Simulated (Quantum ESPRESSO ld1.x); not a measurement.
Species: Hg IV. Configuration: [Xe] 4f14 5d9. All-electron calculation, Dirac Kohn-Sham, revPBE, spin-unpolarised, spherical densities, point nucleus; open shells fill j = l - 1/2 first. Program: ld1.x of Quantum ESPRESSO 7.5.

Normalised radial functions P(r) = r R(r) (large component), r in bohr:

| r | 5s1/2 | 4f5/2 | 5p3/2 |
|---|---|---|---|
| 0.001268 | 0.1027 | 0.0000 | 0.0024 |
| 0.001465 | 0.1132 | 0.0000 | 0.0031 |
| 0.001692 | 0.1245 | 0.0000 | 0.0040 |
| 0.001954 | 0.1364 | 0.0000 | 0.0053 |
| 0.002238 | 0.1480 | 0.0000 | 0.0068 |
| 0.002585 | 0.1607 | 0.0000 | 0.0088 |
| 0.002985 | 0.1735 | 0.0000 | 0.0114 |
| 0.00342 | 0.1852 | 0.0000 | 0.0145 |
| 0.00395 | 0.1969 | 0.0000 | 0.0187 |
| 0.004562 | 0.2073 | 0.0000 | 0.0240 |
| 0.005226 | 0.2151 | 0.0000 | 0.0303 |
| 0.006036 | 0.2204 | 0.0000 | 0.0385 |
| 0.006971 | 0.2216 | 0.0000 | 0.0488 |
| 0.00805 | 0.2174 | 0.0001 | 0.0615 |
| 0.009223 | 0.2073 | 0.0001 | 0.0759 |
| 0.01065 | 0.1886 | 0.0002 | 0.0942 |
| 0.0123 | 0.1605 | 0.0004 | 0.1157 |
| 0.01409 | 0.1242 | 0.0006 | 0.1389 |
| 0.01628 | 0.0751 | 0.0010 | 0.1665 |
| 0.0188 | 0.0151 | 0.0016 | 0.1963 |
| 0.02154 | -0.0499 | 0.0025 | 0.2253 |
| 0.02487 | -0.1246 | 0.0042 | 0.2548 |
| 0.02872 | -0.1999 | 0.0068 | 0.2799 |
| 0.03317 | -0.2681 | 0.0109 | 0.2963 |
| 0.03801 | -0.3170 | 0.0170 | 0.2992 |
| 0.04389 | -0.3419 | 0.0268 | 0.2834 |
| 0.05069 | -0.3279 | 0.0418 | 0.2428 |
| 0.05807 | -0.2715 | 0.0628 | 0.1782 |
| 0.06707 | -0.1635 | 0.0949 | 0.0815 |
| 0.07746 | -0.0121 | 0.1408 | -0.0395 |
| 0.08874 | 0.1539 | 0.2005 | -0.1653 |
| 0.1025 | 0.3244 | 0.2848 | -0.2922 |
| 0.1184 | 0.4498 | 0.3943 | -0.3869 |
| 0.1367 | 0.4883 | 0.5304 | -0.4211 |
| 0.1566 | 0.4171 | 0.6818 | -0.3769 |
| 0.1809 | 0.2229 | 0.8600 | -0.2405 |
| 0.2089 | -0.0636 | 1.0449 | -0.0253 |
| 0.2393 | -0.3584 | 1.2106 | 0.2148 |
| 0.2764 | -0.6091 | 1.3573 | 0.4497 |
| 0.3192 | -0.7093 | 1.4543 | 0.5972 |
| 0.3657 | -0.6151 | 1.4852 | 0.6052 |
| 0.4223 | -0.3170 | 1.4469 | 0.4520 |
| 0.4877 | 0.1226 | 1.3392 | 0.1520 |
| 0.5633 | 0.5971 | 1.1757 | -0.2348 |
| 0.6453 | 0.9738 | 0.9887 | -0.6048 |
| 0.7453 | 1.2150 | 0.7783 | -0.9231 |
| 0.8607 | 1.2611 | 0.5765 | -1.1083 |
| 0.9861 | 1.1449 | 0.4087 | -1.1411 |
| 1.139 | 0.9133 | 0.2648 | -1.0423 |
| 1.315 | 0.6451 | 0.1587 | -0.8520 |
| 1.507 | 0.4155 | 0.0905 | -0.6392 |
| 1.74 | 0.2304 | 0.0455 | -0.4251 |
| 2.01 | 0.1114 | 0.0205 | -0.2527 |
| 2.321 | 0.0463 | 0.0082 | -0.1330 |
| 2.659 | 0.0173 | 0.0030 | -0.0642 |
| 3.071 | 0.0051 | 0.0009 | -0.0257 |
| 3.547 | 0.0012 | 0.0002 | -0.0087 |
| 4.063 | 0.0002 | 0.0000 | -0.0026 |
| 4.693 | 0.0000 | 0.0000 | -0.0006 |

5s1/2: eigenvalue -151.87 eV, 4 radial nodes at r = 0.0194, 0.0783, 0.203, 0.470 bohr, <r> = 0.901 bohr, 90 % of the charge inside 1.29 bohr. 4f5/2: eigenvalue -132.11 eV, 0 radial nodes, <r> = 0.479 bohr, 90 % of the charge inside 0.766 bohr. 5p3/2: eigenvalue -95.378 eV, 3 radial nodes at r = 0.0741, 0.212, 0.517 bohr, <r> = 1.06 bohr, 90 % of the charge inside 1.54 bohr.
